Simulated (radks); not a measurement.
Task: Species: Dy2+. Configuration: [Xe] 4f10. Method: scalar-relativistic Kohn-Sham, r2SCAN, spin-unpolarised, spherical densities, finite nucleus; meta-GGA in the generalised Kohn-Sham scheme; Fermi nuclear charge, rms radius 5.2218 fm; computed with a radial shooting solver on a logarithmic mesh with Libxc functionals. Some entries of the table are withheld. Estimate them.

| orbital | occ. | eigenvalue (eV) | <1/r> (bohr^-1) |
|---|---|---|---|
| 1s | 2 | -53743.67 | 74.55 |
| 2s | 2 | (1) | 17.34 |
| 2p | 6 | -7969.467 | (2) |
| 3s | 2 | -2018.709 | 6.393 |
| 3p | 6 | -1705.767 | 5.985 |
| 3d | 10 | -1303.210 | 5.667 |
| 4s | 2 | -414.6455 | 2.682 |
| 4p | 6 | -311.1453 | 2.461 |
| 4d | 10 | -169.5982 | 2.169 |
| 5s | 2 | -64.3481 | 1.012 |
| 5p | 6 | (3) | 0.8492 |
| 4f | 10 | -16.7040 | 1.560 |

Result: 
(1) 2s eigenvalue (eV): -8983.621
(2) 2p <1/r> (bohr^-1): 16.09
(3) 5p eigenvalue (eV): -40.1840
